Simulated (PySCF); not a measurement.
BHI₂, SMILES B(I)I.

The structure is a stationary point at B3LYP-D3(BJ)/def2-SVP. The def2 effective core potentials stand for the cores of I; spin–orbit coupling is left out.

Level of theory: PBE/def2-TZVPD in PySCF.

Symmetry labels are those of the subgroup C2v that the program uses (full group C2v).

Computed valence orbital energies around the gap with their symmetry:
```json
[
 {"orbital": "HOMO−7", "symmetry": "B2", "energy (eV)": "-17.69"},
 {"orbital": "HOMO−6", "symmetry": "A1", "energy (eV)": "-12.24"},
 {"orbital": "HOMO−5", "symmetry": "A1", "energy (eV)": "-9.43"},
 {"orbital": "HOMO−4", "symmetry": "B2", "energy (eV)": "-8.94"},
 {"orbital": "HOMO−3", "symmetry": "B1", "energy (eV)": "-7.81"},
 {"orbital": "HOMO−2", "symmetry": "A2", "energy (eV)": "-6.92"},
 {"orbital": "HOMO−1", "symmetry": "A1", "energy (eV)": "-6.75"},
 {"orbital": "HOMO", "symmetry": "B2", "energy (eV)": "-6.55"},
 {"orbital": "LUMO", "symmetry": "B1", "energy (eV)": "-3.23"},
 {"orbital": "LUMO+1", "symmetry": "A1", "energy (eV)": "-1.43"},
 {"orbital": "LUMO+2", "symmetry": "A1", "energy (eV)": "-0.44"},
 {"orbital": "LUMO+3", "symmetry": "B2", "energy (eV)": "-0.36"}
]
```
